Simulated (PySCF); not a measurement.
## A thermochemical cycle for CsCa

PBE in PySCF with def2-SVP on every atom (core potentials on Cs), for the lowest determinant that a PBE0 search found; no spin–orbit coupling. CsCa, a doublet (σ ↑), has De = 0.23 eV to neutral atoms, and CsCa⁺, a singlet (closed shell), has De = 0.39 eV to Cs⁺ + Ca.

At the same level the Cs atom ionises at 3.97 eV.

Question: What is the adiabatic ionisation energy of the molecule, and does ionisation strengthen or weaken the bond?

Answer: IE = IE(Cs) + De(neutral) − De(ion) = 3.97 + 0.23 − 0.39 = 3.81 eV. De changes by +0.16 eV, so ionisation strengthens the bond.

Closed-shell solutions of metal pairs were not tested for spin polarisation, which can lower them a little. Weak bonds: CsCa, CsCa⁺. Basis-set superposition, not corrected here, can be much of De in a small basis, most of all at correlated wavefunction levels. Spin–orbit coupling is left out. For an ion De counts to the pair picked by the measured ionisation energies or electron affinities, which need not be the lowest pair at this level. States were picked by a PBE0 search and need not be the measured ground states.
